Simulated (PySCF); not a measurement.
**MgPb and its ions**

r²SCAN; Mg aug-cc-pVDZ, Pb aug-cc-pVDZ-PP with ECP60; scalar-relativistic core potentials (PySCF 2.14). Neutral (UKS): triplet (π ↑↑), Re = 2.800 Å, ωe = 214 cm⁻¹, De = 1.01 eV, HOMO -4.13 eV, LUMO -2.92 eV.

MgPb⁻ (UKS): quartet (σ ↑, π ↑↑), Re = 2.977 Å, ωe = 165 cm⁻¹, De = 0.91 eV to Mg + Pb⁻. The energies at the minima are -392.99254 hartree for MgPb and -393.04131 for MgPb⁻.

(1) Work out the adiabatic electron affinity, without and with harmonic zero-point energies (1 hartree = 27.2114 eV, 1 eV = 8065.5 cm⁻¹), and the change of the bond length.

Spin–orbit coupling is left out, which matters for elements this heavy, above all for dissociation energies. For an ion De counts to the pair picked by the measured ionisation energies or electron affinities, which need not be the lowest pair at this level. The highest Kohn–Sham level is positive in this anion. Much of that is self-interaction error, but it also means that the finite basis helps to hold the extra electron. States were picked by a PBE0 search and need not be the measured ground states.

## Answers

(1) At r²SCAN: 0.04877 hartree = 1.327 eV between the minima; the zero-point term (214.0 − 165.0)/2 cm⁻¹ = +0.003 eV makes it 1.330 eV. Re changes by +17.7 pm against the neutral. The electron enters a σ orbital, and the longer bond of the ion fits an antibonding orbital, or a change in how ionic the bond is.
